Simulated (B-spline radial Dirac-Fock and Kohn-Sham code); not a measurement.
**Relativistic shifts of the levels of Cu⁶⁺**

System: copper as Cu⁶⁺ in the configuration [Ar] 3d5.

Both columns are ΔSCF binding energies of the configuration average from an atomic code on a B-spline grid: non-relativistic Hartree-Fock with a point nucleus, and Dirac-Fock with a finite nucleus and the Coulomb interaction alone, averaged over the two j levels with weights 2j+1.

```
shell  Hartree-Fock (eV)  Dirac-Fock (eV)  shift (eV)  shift (%)
   1s             9040.7           9144.4     +103.72      +1.15
   2s             1230.9           1253.3      +22.44      +1.82
   2p             1087.3           1091.8       +4.56      +0.42
   3s              257.0            260.9       +3.93      +1.53
   3p              208.7            209.6       +0.89      +0.42
   3d              134.9            134.3       -0.63      -0.47
```

Relativity binds 1s, 2s, 2p, 3s, 3p more strongly, among those listed most of all 2s in relative terms, and 3d more weakly, because the contracted s and p shells screen the nucleus better.

Values without a named source are computed, but for edge energies of neutral atoms, which are taken from tables.
